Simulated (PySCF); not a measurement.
C3H7BO, SMILES OB1CCC1.

Coordinates come from a PBE0-D3(BJ)/def2-SVP optimisation. One conformer was computed; it need not be the lowest.

Method: M06-2X/def2-TZVP in PySCF.

Isolated molecule, no solvent.

- total energy: -218.62258 hartree
- highest occupied level: -9.13 eV
- lowest empty level: 1.21 eV
- orbital gap: 10.34 eV
- dipole moment: 1.43 D
- quadrupole, principal values (traceless, Buckingham form, about the centre of nuclear charge): -6.56, 0.92, 5.65 D·Å
- mean static polarisability: 50.6 bohr³ (7.50 Å³)
- polarisability, principal values: 42.8, 52.8, 56.1 bohr³
